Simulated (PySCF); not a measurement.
Job for PySCF: R-MP2/6-31G* on C3H5NO (a complex).

```python
from pyscf import gto, scf, dft, mp
from pyscf.data.elements import chemcore

mol = gto.M(
    atom='''
    C    -0.46930834   -0.45528439    0.16497162
    O     0.66485995   -0.05572211    0.13568639
    H    -0.71021650   -1.52942070    0.25603581
    H    -1.33382768    0.22935422    0.10211369
    C     1.21737006    0.41426585    3.35281748
    C    -0.14739081   -0.07362327    3.26750662
    N    -1.22419923   -0.46222872    3.15730383
    H     1.23766415    1.40177345    3.81398067
    H     1.82604227   -0.26752970    3.94689517
    H     1.63097938    0.47959744    2.34487995
    ''',
    basis='6-31g*',
    cart=True,
    charge=0, spin=0, verbose=3, max_memory=1800)
mf = scf.RHF(mol)
mf.conv_tol = 1e-8
mf.max_cycle = 100
mf.kernel()
if not mf.converged:
    mf = mf.newton().run(mf.mo_coeff, mf.mo_occ)
pt = mp.MP2(mf, frozen=chemcore(mol)).run()
```

Predict the final total energy.

-246.5104 hartree.
